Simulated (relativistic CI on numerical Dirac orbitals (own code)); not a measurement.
Nb2+: 4s photoemission

Computed with this model: Dirac-Coulomb-Breit CI, orbitals from a KLI potential per configuration, QED by a radiative potential, valence Slater integrals scaled by 0.7, multiplet model of photoemission in the sudden approximation; configurations [Kr] 4d3 → [Ar] 3d10 4s 4p6 4d3; 80 K; Lorentzian 2 eV and Gaussian 0.6 eV FWHM. Energies are those of the free ion, without screening or charge transfer. The energies are binding energies and can lie tens of eV above those of solids. Without intra-shell correlation the exchange splitting of an s hole comes out too large, often by half or more. S is read from ⟨S²⟩ = S(S + 1).

Computed curve for free ion, scaled to 100 at the maximum (points under 2 are left out and the grid is thinned):

Energy (eV), Intensity and a bar:
```
     78.4        2.0 
     78.8        2.2 
     79.4        2.6 
     79.8        2.9 
     80.4        3.4 
     80.8        3.9 #
     81.4        4.7 #
     81.8        5.5 #
     82.2        6.5 #
     82.8        8.6 ##
     83.2       10.6 ###
     83.8       15.1 ####
     84.2       20.0 ######
     84.8       32.5 ##########
     85.2       46.9 ##############
     85.8       79.6 ########################
     86.2       97.7 ##############################
     86.6       96.5 ##############################
     87.2       66.9 ####################
     87.6       48.9 ###############
     88.2       34.8 ##########
     88.6       32.2 #########
     89.2       36.9 ###########
     89.6       45.8 ##############
     90.0       56.9 #################
     90.6       60.2 ##################
     91.0       48.8 ###############
     91.6       29.5 #########
     92.0       20.9 ######
     92.6       13.3 ####
     93.0       10.3 ###
     93.6        7.4 ##
     94.0        6.1 #
     94.4        5.2 #
     95.0        4.1 #
     95.4        3.6 
     96.0        3.0 
     96.4        2.6 
     97.0        2.3 
     97.4        2.0
```

The ground state has S = 1.49, and the centroid lies at 87.86 eV.
